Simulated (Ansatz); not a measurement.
H2 (SMILES [H][H]), singlet, at a GFN2-xTB geometry. Base run: BLYP/6-31G* in Ansatz (a program for electronic structure).

Geometry (Å):
```xyz
2

H      0.0000     0.0000    -0.3883
H      0.0000     0.0000     0.3883
```
Charge 0, spin multiplicity 1.
All else is at Ansatz's defaults.
Base energy -1.16476 Eh.

Each row names what was changed in the base input (with any setting that the change needs).

| change | ΔE vs base (eV) | <S^2> |
|---|---|---|
| base | 0.00 | 0.000 |
| reference = unrestricted | 0.00 | 0.000 |
| charge = -1; multiplicity = 2 | 5.70 | 0.750 |
| charge = 0; multiplicity = 3 | 10.55 | 2.000 |
| charge = 1; multiplicity = 2 | 16.22 | 0.750 |

All states are at the same geometry, so the differences are vertical. Another spin state of an ion may lie lower. Anions depend strongly on diffuse functions, and one that lies above the neutral species isn't bound at this level. A row whose <S^2> is well above S(S+1) is a mixture of spin states.
